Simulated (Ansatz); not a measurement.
**Worked example: the interaction energy**

The pair of H2 (SMILES [H][H], atoms 1–2) and Cl2 (SMILES ClCl, atoms 3–4), both closed shells, in one local arrangement (a lower one may exist), relaxed at PBE0-D4/def2-TZVP:

```xyz
4
angstrom
H -0.1176 -0.2809 -2.0624
H 0.0151 -0.0216 -1.3754
Cl -0.4321 -0.6981 1.8838
Cl 0.5346 1.0005 1.5541
```

Both fragments are computed in the basis of the whole pair.

Program: Ansatz 0.2.0. Basis: def2-TZVPPD and def2-QZVPPD. Cores are frozen in the correlated methods.

Energies in eV:

| quantity | pair | first fragment | second fragment |
| --- | --- | --- | --- |
| Hartree–Fock, triple zeta (X = 3) | -25037.65972 | -30.82943 | -25006.84529 |
| Hartree–Fock, quadruple zeta (X = 4) | -25038.36138 | -30.84382 | -25007.53240 |
| MP2 correlation, X = 3 | -11.28876 | -0.86469 | -10.39757 |
| MP2 correlation, X = 4 | -12.35950 | -0.90116 | -11.42942 |
| CCSD(T) correlation, X = 3 | -12.90267 | -1.07534 | -11.80227 |

**Question.** Work out the interaction energy at the basis limit: extrapolate Hartree–Fock as E(X) = E∞ + A exp(−7.88 √X) and the MP2 correlation as E(X) = E∞ + B X^−2.97 (the exponents that Neese and Valeev fitted for def2-TZVPP and QZVPP, reused here for the diffuse sets), then add CCSD(T) − MP2 in triple zeta.

**Answer.** Each step is linear, so take the differences first (pair − first fragment − second fragment): Hartree–Fock 0.01500 (X = 3) and 0.01484 (X = 4); MP2 correlation -0.02650 and -0.02892; CCSD(T) correlation -0.02506.
Two points give E∞ = E(4) + w [E(4) − E(3)], with w = 1/(exp(7.88 (2 − √3)) − 1) = 0.1377 for Hartree–Fock and w = 1/((4/3)^2.97 − 1) = 0.7407 for the correlation.
Hartree–Fock: 0.01484 + 0.1377 × (-0.00016) = 0.0148 eV.
MP2 correlation: -0.02892 + 0.7407 × (-0.00242) = -0.0307 eV.
CCSD(T) − MP2: -0.02506 − (-0.02650) = 0.0014 eV.
Sum: 0.0148 + (-0.0307) + 0.0014 = -0.0145 eV, or -0.33 kcal/mol. Plain CCSD(T) in triple zeta gives -0.0101 eV, so the larger basis shifts the result by -0.0044 eV.

T1 diagnostic: at most 0.009.

For scale, one of the runs: CCSD(T)/def2-TZVPPD, 136 basis functions, launched by `ansatz run in.yaml --threads 2 --pin off --events-out ev --progress --plain --max-ram 5222MiB`. The run took 4.9 s on 2 CPU threads (shared host), with 0.76 GiB of host memory at its peak.
